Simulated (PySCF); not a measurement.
Gas-phase reaction: 3 In(CH3)2NH2 + 3 C4H10 (isobutane) ⇌ 3 In(CH3)3 + 3 CH3NH2 + 2 C3H6 (cyclic)

Energies from PySCF, thermal terms from the rigid-rotor harmonic-oscillator model, ideal gas at 1 bar. † marks an energy on the PBE0/def2-TZVP geometry and frequencies; other levels use their own. MP2 and CCSD(T) freeze the core. All species are closed-shell singlets. B3LYP is the form with VWN-RPA correlation. In: scalar-relativistic def2 core potential, no spin-orbit coupling. Methyl groups turn as free rotors in In(CH3)2NH2, In(CH3)3. In(CH3)2NH2: computed as isolated molecules; such fragments, hydroxides, amides, oligomers or adducts are transient or little studied in the gas. MP2 isn't extrapolated to the basis-set limit; its ΔH°(298 K) is 523.1 kJ in def2-SVP and 506.3 kJ in def2-TZVPP. CCSD(T) isn't extrapolated to the basis-set limit. The harmonic model lacks anharmonicity and excited electronic states, which grow with temperature; levels with a mode under 35 cm⁻¹ are left out. Internal rotation in C4H10 (isobutane), CH3NH2 is treated as a harmonic vibration of one conformer, which makes the entropy rough. Soft modes under 120 cm⁻¹ make the harmonic entropy rough for In(CH3)2NH2, In(CH3)3.

```tsv
level	ΔE electronic, kJ	ΔH°(298 K), kJ	ΔS°(298 K), J/K	ΔG°(1400 K), kJ
B3LYP/def2-TZVP†	467	447	295	73
BLYP/def2-TZVP†	449	429	295	55
CCSD(T)/def2-SVP†	533	513	295	139
HF/def2-TZVP†	471	451	295	77
M06-2X/def2-TZVP†	499	479	295	106
MP2/def2-TZVPP†	526	506	295	133
PBE/def2-SVP	483	460	280	108
PBE0/def2-TZVP	477	457	295	83
r2SCAN/def2-TZVP†	507	487	295	113
LDA/def2-TZVP†	550	529	295	156
ωB97M-V/def2-TZVP†	505	485	295	111
```
ΔH° is lowest at BLYP/def2-TZVP† and highest at LDA/def2-TZVP†. No reference value is set beside these.
